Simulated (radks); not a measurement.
Spherical quantum dot in the effective-mass picture: electrons in a well V = -V0 / (1 + exp((r - R)/a)) with V0 = 4.08, R = 7.02, a = 0.64, all in effective atomic units (hartree* = m*/eps^2 hartree, bohr* = eps/m* bohr), one dielectric constant everywhere. Method: non-relativistic Kohn-Sham, LDA (Slater exchange, Perdew-Wang correlation), spin-polarised, spherical densities; computed with a radial shooting solver with Libxc functionals. Levels are named by radial order and angular momentum (1s, 1p, 1d, 2s, ...), and open shells are averaged over m.

N = 4, configuration 1s2 1p(up 2, down 0). This is the lowest configuration that the search found. Occupied and some empty levels:

| level | occupation | eigenvalue (hartree*) | <r> (bohr*) |
|---|---|---|---|
| 1s up | 1 | -3.1758 | 3.625 |
| 1s down | 1 | -3.1409 | 3.612 |
| 1p up | 2 | -3.0789 | 4.016 |
| 1p down | 0 | -3.0431 | 4.028 |
| 1d up | 0 | -2.9378 | 4.314 |
| 1d down | 0 | -2.9028 | 4.334 |
| 2s up | 0 | -2.7908 | 3.260 |
| 2s down | 0 | -2.7677 | 3.259 |
| 1f up | 0 | -2.7618 | 4.558 |
| 1f down | 0 | -2.7283 | 4.581 |

Energy (hartree*): total -14.1501, kinetic 0.62508, external -15.974, Hartree 1.8840, exchange-correlation -0.68557.
